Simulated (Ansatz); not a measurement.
Consider the cleavage of the Si–Si bond: `F[C@H]1C[Si@H]1[SiH3]` + `O[SiH2]F` → `F[SiH2]O[SiH3]` + `FC1C[SiH2]1`.

Isolated molecules relaxed with PBE0-D4/def2-TZVP in Ansatz; ΔE leaves out vibrations. CBS: MP2 limit from def2 TZ/QZ plus the TZ coupled-cluster correction, frozen cores. Functionals use def2-TZVPP. Each species was taken in one conformer, which may not be the lowest.

```
             level  ΔE (kcal/mol)  difference from CCSD(T)/CBS
         r2SCAN-D4          -19.4                          2.0
           PBE0-D4          -17.1                          4.3
           ωB97M-V          -22.0                         -0.6
            B2PLYP          -22.7                         -1.3
               PBE          -15.2                          6.2
            r2SCAN          -19.5                          1.9
     HF/def2-TZVPP          -29.1                         -7.7
    MP2/def2-TZVPP          -22.4                         -1.0
   CCSD/def2-TZVPP          -22.5                         -1.1
CCSD(T)/def2-TZVPP          -21.2                          0.2
     HF/def2-QZVPP          -29.9                         -8.5
    MP2/def2-QZVPP          -22.8                         -1.4
SCS-MP2/def2-QZVPP          -24.4                         -3.0
      HF/CBS(def2)          -30.0                         -8.6
     MP2/CBS(def2)          -22.6                         -1.2
    CCSD/CBS(def2)          -22.7                         -1.3
       CCSD(T)/CBS          -21.4                            0
```

Largest T1 diagnostic among the species: 0.013.

From PBE to PBE0 (25 % exact exchange), in def2-TZVPP and without D4, ΔE moves by −2.2 kcal/mol. In def2-TZVPP, CCSD(T) changes the Hartree–Fock value by +7.9 kcal/mol (the triples alone add +1.3 kcal/mol) and MP2 by +6.7 kcal/mol.
